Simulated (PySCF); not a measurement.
These compounds are isomers of formula C9H9F.

A. `C(#CC(C=C)(F)C#CC)C`
B. SMILES C[C@@]1(F)C(C#CC)=CC=C1
C. SMILES C(#CC(C(=C)F)=C)C1CC1

Spectrum 1. 13C{1H} NMR (computed): δ 148.4 (CH), 144.0 (C), 142.6 (CH), 139.2 (CH), 109.6 (C), 105.9 (C), 81.6 (C), 24.1 (CH3), 6.5 (CH3).

Spectrum 2. 13C{1H} NMR (computed): δ 173.0 (C), 129.9 (C), 129.2 (CH2), 107.2 (C), 100.3 (CH2), 78.9 (C), 12.2 (CH2), 3.1 (CH).

Spectrum 3. 13C{1H} NMR (computed): δ 146.1 (CH), 118.7 (CH2), 91.8 (C), 82.6 (C), 82.3 (C), 4.7 (CH3).

[PySCF 2.14.0 with density-fitted response routines: GIAO PBE0/pcSseg-1 shieldings; structure optimised with GFN2-xTB; fast rotation and ring inversion assumed for equivalent nuclei; gas phase; a single conformation; relativity neglected]

Referencing at the same level of theory: 13C vs TMS. Splittings of carbon signals by F and P are missing where no couplings were computed. Shifts are as computed. Against solution values, carbons near 30 ppm lie about +3 ppm off and those near 130 ppm about +5 ppm. Of 1309 compounds with measured shifts, 239 miss one by over three times the rms of a fit or turn the order of signals round; such compounds aren't used in these exercises.

Match each spectrum to its structure.

Answers

1–B, 2–C, 3–A.

- Spectrum 1 (B): 9 13C signals; δC 148.4 is an alkene CH; δC 144.0 is a fully substituted alkene carbon.
- Spectrum 2 (C): 8 13C signals; δC 129.9 is a fully substituted alkene carbon; δC 129.2 is a terminal =CH2 carbon.
- Spectrum 3 (A): 6 13C signals; δC 146.1 is an alkene CH; δC 118.7 is a terminal =CH2 carbon.
